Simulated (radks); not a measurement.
The numbers below are computed, except where a source is named.
The nuclear charge of neutral silicon is varied continuously with 14 electrons held in [Ne] 3s2 3p2. Level of theory: Dirac Kohn-Sham, PBE, spin-unpolarised, spherical densities, point nucleus; open shells fill j = l - 1/2 first (a radial shooting solver on a logarithmic mesh with Libxc functionals). By the Hellmann-Feynman theorem dE/dZ = E(electron-nucleus)/Z, the electronic potential at the nucleus.

| Z | E (hartree) | E(electron-nucleus)/Z (hartree) | HOMO | e(HOMO) (eV) | <r> HOMO (bohr) |
|---|---|---|---|---|---|
| 13.75 | -277.62332 | -48.2903 | 3p1/2 | -2.193 | 3.064 |
| 14 | -289.83876 | -49.4327 | 3p1/2 | -4.090 | 2.791 |
| 14.25 | -302.33946 | -50.5725 | 3p1/2 | -6.260 | 2.578 |
| 14.5 | -315.12488 | -51.7105 | 3p1/2 | -8.682 | 2.405 |
| 14.75 | -328.19463 | -52.8473 | 3p1/2 | -11.346 | 2.259 |
| 15 | -341.54844 | -53.9831 | 3p1/2 | -14.241 | 2.133 |

The central difference of E at Z = 14 is -49.432 hartree, to compare with the third column; the second derivative is -4.56 hartree.
